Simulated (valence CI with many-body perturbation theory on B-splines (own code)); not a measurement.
**E1 transitions of Pt47+**

Level of theory: valence CI with perturbative core correlation (CI+MBPT): three valence electrons over a frozen Dirac-Fock core [Ar] 3d10, a basis of 11 s, 11 p, 9 d, 7 f, 5 g, 2 h, 1 i functions for each j, with the one-electron correlation potential Σ1 (screened to all orders), the two-electron term Σ2, the three-electron term Σ3, Breit, model QED; selected single and double excitations, second order for the rest (own B-spline code, finite nucleus).

No measured spectrum was set against this ion. As an estimate, large intervals hold to a few tenths of a per cent, small ones and those within an open d or f shell to about a per cent.

Lines 1 to 50 of 275 in falling wavelength, among levels below 5602.6 × 10³ cm⁻¹, chosen from the strongest by gf and those to the six lowest levels. Wavelengths and rates use the calculated energies. Electric multipoles are in the length gauge, E1 and E2 with the static RPA response of the core. Weak lines are less certain than strong ones. Lines between different terms over intervals too small for the method are left out, as are lines whose strength nearly cancels. The highest levels of a list are the least certain.

Levels are named by their leading jj configuration (3d3/2^4 stands for four electrons in 3d with j = 3/2), which in mixed levels can hold well under half, so a name can repeat and another be missing. Letters in brackets count levels of one name in rising energy.

| λ vac (Å) | Upper | Lower | A (s⁻¹) | S (a.u.) with core polarisation | S without |
| --- | --- | --- | --- | --- | --- |
| 542.1 | (4s^2 4p3/2) J=3/2 | (4s 4p1/2^2) J=1/2 | 1.68e+06 | 5.29e-04 | 5.60e-04 |
| 138.9 | (4p1/2 4p3/2 4d3/2) J=7/2 | (4s 4p3/2 4d3/2) J=5/2 [b] | 8.72e+09 | 9.23e-02 | 9.81e-02 |
| 134.2 | (4s 4p1/2 4d3/2) J=5/2 | (4s^2 4d3/2) J=3/2 | 1.30e+10 | 9.32e-02 | 9.89e-02 |
| 133.8 | (4s 4p1/2 4p3/2) J=3/2 [a] | (4s^2 4p3/2) J=3/2 | 2.82e+09 | 1.33e-02 | 1.42e-02 |
| 132.8 | (4p1/2 4p3/2 4d5/2) J=9/2 | (4s 4p3/2 4d5/2) J=7/2 [b] | 6.38e+09 | 7.38e-02 | 7.84e-02 |
| 126.0 | (4p1/2 4p3/2 4d5/2) J=7/2 [b] | (4s 4p3/2 4d5/2) J=5/2 [b] | 1.59e+10 | 1.25e-01 | 1.33e-01 |
| 123.9 | (4p1/2 4p3/2^2) J=5/2 | (4s 4p3/2^2) J=3/2 | 1.44e+10 | 8.13e-02 | 8.64e-02 |
| 122.7 | (4s 4p1/2 4f5/2) J=7/2 | (4s^2 4f5/2) J=5/2 | 2.10e+10 | 1.53e-01 | 1.63e-01 |
| 122.4 | (4p1/2 4p3/2 4d3/2) J=5/2 [b] | (4s 4p3/2 4d3/2) J=5/2 [b] | 7.64e+09 | 4.15e-02 | 4.40e-02 |
| 121.8 | (4p1/2^2 4d3/2) J=3/2 | (4s 4p1/2 4d3/2) J=3/2 [b] | 1.62e+10 | 5.79e-02 | 6.14e-02 |
| 121.7 | (4s 4p1/2 4p3/2) J=5/2 | (4s^2 4p3/2) J=3/2 | 1.67e+10 | 8.94e-02 | 9.50e-02 |
| 121.3 | (4s 4p1/2 4d5/2) J=7/2 | (4s^2 4d5/2) J=5/2 | 1.89e+10 | 1.33e-01 | 1.42e-01 |
| 120.0 | (4p1/2^2 4d3/2) J=3/2 | (4s 4p1/2 4d3/2) J=1/2 | 1.43e+10 | 4.87e-02 | 5.17e-02 |
| 120.0 | (4p1/2 4p3/2 4d5/2) J=9/2 | (4s 4p3/2 4d5/2) J=7/2 [a] | 1.25e+10 | 1.06e-01 | 1.13e-01 |
| 118.6 | (4s 4p1/2 4f7/2) J=9/2 | (4s^2 4f7/2) J=7/2 | 2.34e+10 | 1.92e-01 | 2.04e-01 |
| 118.4 | (4p1/2^2 4p3/2) J=3/2 | (4s 4p1/2 4p3/2) J=1/2 | 1.26e+10 | 4.13e-02 | 4.38e-02 |
| 118.1 | (4p1/2 4p3/2 4d5/2) J=3/2 [b] | (4s 4p3/2 4d5/2) J=3/2 [b] | 1.76e+10 | 5.73e-02 | 6.09e-02 |
| 117.3 | (4p1/2 4p3/2 4d5/2) J=1/2 | (4s 4p3/2 4d5/2) J=3/2 [b] | 2.94e+10 | 4.69e-02 | 4.98e-02 |
| 117.0 | (4s 4p1/2 4f7/2) J=7/2 [b] | (4s^2 4f7/2) J=7/2 | 2.16e+10 | 1.37e-01 | 1.45e-01 |
| 116.6 | (4p1/2 4p3/2 4d3/2) J=5/2 [a] | (4s 4p3/2 4d3/2) J=5/2 [a] | 1.55e+10 | 7.25e-02 | 7.70e-02 |
| 116.5 | (4s 4p1/2 4d3/2) J=1/2 | (4s^2 4d3/2) J=3/2 | 2.38e+10 | 3.72e-02 | 3.94e-02 |
| 116.4 | (4p1/2 4p3/2 4d3/2) J=5/2 [a] | (4s 4p3/2 4d3/2) J=3/2 [a] | 9.00e+09 | 4.20e-02 | 4.46e-02 |
| 116.0 | (4s 4p1/2 4f5/2) J=5/2 [b] | (4s^2 4f5/2) J=5/2 | 2.16e+10 | 9.98e-02 | 1.06e-01 |
| 115.7 | (4s 4p1/2 4f7/2) J=5/2 | (4s^2 4f7/2) J=7/2 | 2.29e+10 | 1.05e-01 | 1.12e-01 |
| 115.7 | (4p1/2^2 4p3/2) J=3/2 | (4s 4p1/2 4p3/2) J=3/2 [b] | 1.93e+10 | 5.91e-02 | 6.27e-02 |
| 115.6 | (4s 4p1/2^2) J=1/2 | (4s^2 4p1/2) J=1/2 | 3.72e+10 | 5.68e-02 | 6.02e-02 |
| 114.9 | (4s 4p1/2 4d3/2) J=3/2 [b] | (4s^2 4d3/2) J=3/2 | 1.56e+10 | 4.68e-02 | 4.96e-02 |
| 114.8 | (4s 4p1/2 4f5/2) J=3/2 | (4s^2 4f5/2) J=5/2 | 2.06e+10 | 6.15e-02 | 6.52e-02 |
| 114.5 | (4p1/2 4p3/2 4d3/2) J=3/2 [a] | (4s 4p3/2 4d3/2) J=3/2 [a] | 1.75e+10 | 5.18e-02 | 5.50e-02 |
| 114.5 | (4p1/2 4p3/2 4d3/2) J=1/2 [a] | (4s 4p3/2 4d3/2) J=1/2 [a] | 2.63e+10 | 3.89e-02 | 4.13e-02 |
| 114.4 | (4s 4p1/2 4d5/2) J=5/2 [b] | (4s^2 4d5/2) J=5/2 | 1.98e+10 | 8.78e-02 | 9.32e-02 |
| 113.6 | (4p1/2 4p3/2 4d5/2) J=3/2 [b] | (4s 4p3/2 4d5/2) J=1/2 | 2.14e+10 | 6.21e-02 | 6.59e-02 |
| 113.6 | (4p1/2 4p3/2 4d5/2) J=7/2 [b] | (4s 4p3/2 4d5/2) J=7/2 [b] | 9.91e+09 | 5.73e-02 | 6.09e-02 |
| 113.4 | (4p1/2 4p3/2 4d5/2) J=5/2 [a] | (4s 4p3/2 4d5/2) J=3/2 [a] | 1.94e+10 | 8.38e-02 | 8.90e-02 |
| 113.1 | (4p1/2^2 4d5/2) J=5/2 | (4s 4p1/2 4d5/2) J=3/2 | 2.28e+10 | 9.79e-02 | 1.04e-01 |
| 113.0 | (4s 4p1/2 4d5/2) J=3/2 | (4s^2 4d5/2) J=5/2 | 2.58e+10 | 7.34e-02 | 7.79e-02 |
| 112.7 | (4p1/2 4p3/2 4d3/2) J=3/2 [b] | (4s 4p3/2 4d3/2) J=3/2 [b] | 1.32e+10 | 3.74e-02 | 3.98e-02 |
| 111.8 | (4p1/2 4p3/2^2) J=1/2 | (4s 4p3/2^2) J=1/2 | 4.50e+10 | 6.20e-02 | 6.59e-02 |
| 111.8 | (4p1/2^2 4d5/2) J=5/2 | (4s 4p1/2 4d5/2) J=5/2 [b] | 2.99e+10 | 1.24e-01 | 1.31e-01 |
| 111.6 | (4p1/2 4p3/2 4d5/2) J=5/2 [b] | (4s 4p3/2 4d5/2) J=7/2 [b] | 1.96e+10 | 8.07e-02 | 8.57e-02 |
| 111.5 | (4p1/2 4p3/2 4d3/2) J=7/2 | (4s 4p3/2 4d3/2) J=7/2 | 1.88e+10 | 1.03e-01 | 1.09e-01 |
| 109.4 | (4p1/2 4p3/2 4d5/2) J=3/2 [a] | (4s 4p3/2 4d5/2) J=5/2 [a] | 4.03e+10 | 1.04e-01 | 1.11e-01 |
| 108.1 | (4s 4p1/2 4p3/2) J=3/2 [b] | (4s^2 4p3/2) J=3/2 | 2.40e+10 | 6.00e-02 | 6.37e-02 |
| 108.0 | (4p1/2 4p3/2 4d5/2) J=5/2 [a] | (4s 4p3/2 4d5/2) J=5/2 [a] | 2.59e+10 | 9.66e-02 | 1.03e-01 |
| 105.9 | (4s 4p1/2 4p3/2) J=1/2 | (4s^2 4p3/2) J=3/2 | 3.17e+10 | 3.71e-02 | 3.94e-02 |
| 105.9 | (4p1/2^2 4d5/2) J=5/2 | (4s 4p1/2 4d5/2) J=7/2 | 6.14e+10 | 2.16e-01 | 2.29e-01 |
| 105.6 | (4p1/2^2 4d3/2) J=3/2 | (4s 4p1/2 4d3/2) J=5/2 | 6.75e+10 | 1.57e-01 | 1.66e-01 |
| 104.0 | (4p1/2 4p3/2 4d5/2) J=7/2 [b] | (4s 4p3/2 4d5/2) J=7/2 [a] | 1.40e+10 | 6.22e-02 | 6.60e-02 |
| 103.8 | (4p1/2 4p3/2^2) J=3/2 | (4s 4p3/2^2) J=5/2 | 4.92e+10 | 1.08e-01 | 1.15e-01 |
| 103.7 | (4p1/2 4p3/2 4d5/2) J=7/2 [a] | (4s 4p3/2 4d5/2) J=9/2 | 5.05e+10 | 2.22e-01 | 2.36e-01 |
